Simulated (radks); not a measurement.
Spherical quantum dot in the effective-mass picture: electrons in a hard-walled sphere of radius 2.06, with a point charge +1 (a donor) at the centre, all in effective atomic units (hartree* = m*/eps^2 hartree, bohr* = eps/m* bohr), one dielectric constant everywhere. Method: non-relativistic Kohn-Sham, PBEsol, spin-polarised, spherical densities; computed with a radial shooting solver with Libxc functionals. Levels are named by radial order and angular momentum (1s, 1p, 1d, 2s, ...), and open shells are averaged over m. Each electron was tried in the lowest free levels, single moves between levels near the top were tried too, and the lowest total energy was kept; such a search can miss a lower state. At N = 1 the Hartree and exchange-correlation terms need not cancel, so that row can carry a self-interaction error.

N        open shells  2S  E (hartree*)  mu = E(N) - E(N-1) (hartree*)  addition energy mu(N+1) - mu(N) (hartree*)  e(HOMO) (hartree*)  rms radius (bohr*)
1   1s(up 1, down 0)   1     -0.133374                       -0.13337                                      0.9425             0.23062              0.9629
2               none   0      0.675783                        0.80916                                       2.088              1.1542               1.011
3   1p(up 1, down 0)   1       3.57270                         2.8969                                      0.6236              3.2021               1.115
4   1p(up 2, down 0)   2       7.09326                         3.5206                                      0.6466              3.8421               1.168
5   1p(up 3, down 0)   3       11.2604                         4.1672                                      0.8508              4.4932               1.202
6   1p(up 3, down 1)   2       16.2784                         5.0180                                      0.6085              5.3169               1.229
7   1p(up 3, down 2)   1       21.9049                         5.6265                                      0.6285              5.9390               1.249
8               none   0       28.1599                         6.2550                                       2.026              6.5721               1.266
9   1d(up 1, down 0)   1       36.4404                         8.2805                                      0.6011              8.5800               1.289
10  1d(up 2, down 0)   2       45.3220                         8.8816                                      0.6057              9.1839               1.308
11  1d(up 3, down 0)   3       54.8093                         9.4873                                      0.6083              9.7911               1.324
12  1d(up 4, down 0)   4       64.9049                         10.096                                      0.6097              10.400               1.338
13  1d(up 5, down 0)   5       75.6102                         10.705                                      0.7903              11.010               1.350
14  1d(up 5, down 1)   4       87.1057                         11.496                                      0.5914              11.790               1.361
15  1d(up 5, down 2)   3       99.1927                         12.087                                      0.5961              12.384               1.370
16  1d(up 5, down 3)   2       111.876                         12.683                                      0.5988              12.982               1.379
17  1d(up 5, down 4)   1       125.158                         13.282                                      0.6005              13.582               1.387
18              none   0       139.040                         13.882                                       1.473              14.183               1.395
19  2s(up 1, down 0)   1       154.396                         15.356                                      0.9639              15.749               1.390
20              none   0       170.716                         16.320                                       1.035              16.711               1.384
21  1f(up 1, down 0)   1       188.070                         17.355                                      0.5842              17.646               1.393
22  1f(up 2, down 0)   2       206.009                         17.939                                      0.5852              18.231               1.401
23  1f(up 3, down 0)   3       224.533                         18.524                                      0.5859              18.817               1.409
24  1f(up 4, down 0)   4       243.643                         19.110                                      0.5864              19.403               1.416
25  1f(up 5, down 0)   5       263.339                         19.696                                      0.5867              19.990               1.422
26  1f(up 6, down 0)   6       283.622                         20.283                                      0.5869              20.576               1.428
27  1f(up 7, down 0)   7       304.492                         20.870                                      0.7486              21.163               1.434
28  1f(up 7, down 1)   6       326.110                         21.618                                      0.5783              21.907               1.440
29  1f(up 7, down 2)   5       348.307                         22.197                                      0.5794              22.486               1.445
30  1f(up 7, down 3)   4       371.083                         22.776                                      0.5802              23.066               1.450
31  1f(up 7, down 4)   3       394.439                         23.356                                      0.5808              23.647               1.455
32  1f(up 7, down 5)   2       418.376                         23.937                                      0.5812              24.228               1.459
33  1f(up 7, down 6)   1       442.895                         24.518                                      0.5815              24.837               1.463
34              none   0       467.995                         25.100                                       2.428              25.454               1.467
35  1g(up 1, down 0)   1       495.522                         27.527                                      0.5721              27.813               1.472
36  1g(up 2, down 0)   2       523.622                         28.100                                      0.5725              28.386               1.477
37  1g(up 3, down 0)   3       552.294                         28.672                                      0.5728              28.958               1.481
38  1g(up 4, down 0)   4       581.539                         29.245                                      0.5730              29.531               1.485
39  1g(up 5, down 0)   5       611.356                         29.818                                      0.5732              30.104               1.489
40  1g(up 6, down 0)   6       641.748                         30.391                                           -              30.678               1.493

All shells are closed at N = 2, 8, 18, 20, 34 (there: 1s2 1p6 1d10 2s2 1f14); the second difference of the energy has clear peaks (12 % above both neighbours; the first and last values, which can be the largest, are not judged, and half-filled shells can peak too) at N = 2, 5, 8, 13, 18, 27, 34.
